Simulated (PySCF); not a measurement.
**InAs: energy against distance**

Set-up: basis In def2-TZVPPD with ECP28, As def2-TZVPPD; scalar-relativistic core potentials; PySCF 2.14. Energies in eV from In + As in their ground configurations at the same level. State: ³Σ⁻ (triplet), unpaired electrons π ↑↑.

All columns are PBE0. A positive dipole means In(−)As(+).

```tsv
R (Å)	E (eV)	μ (D)	Mulliken charge on In (basis-dependent)	HOMO (eV)	LUMO (eV)	Mayer bond order	⟨S²⟩
2.365	-1.285	-0.25	0.23	-5.17	-3.68	1.36	2.01
2.475	-1.624	-0.75	0.25	-5.20	-3.46	1.30	2.01
2.585	-1.807	-1.27	0.26	-5.21	-3.27	1.25	2.01
2.667	-1.870	-1.66	0.27	-5.19	-3.13	1.22	2.01
2.750	-1.885	-2.04	0.27	-5.17	-3.01	1.19	2.01
2.833	-1.865	-2.41	0.27	-5.13	-2.89	1.17	2.01
2.942	-1.798	-2.89	0.28	-5.06	-2.76	1.14	2.01
3.080	-1.670	-3.46	0.28	-4.96	-2.63	1.10	2.01
3.245	-1.480	-4.07	0.28	-4.83	-2.53	1.06	2.02
3.465	-1.205	-4.73	0.27	-4.63	-2.47	0.99	2.06
```

A fit through these points gives, at Re = 2.741 Å, μ = -2.00 D and dμ/dR = -4.59 D/Å; the reduced mass is 45.35 u.

**Question.** How strong is the fundamental in the double-harmonic approximation, I = 42.26·(dμ/dR)²/μred km/mol?

**Answer.** I = 42.26·(-4.59)²/45.35 = 19.6 km/mol at PBE0.

Spin–orbit coupling is left out, which matters for elements this heavy, above all for dissociation energies. The state is the lowest determinant that a PBE0 search found; another state may lie lower at other levels.
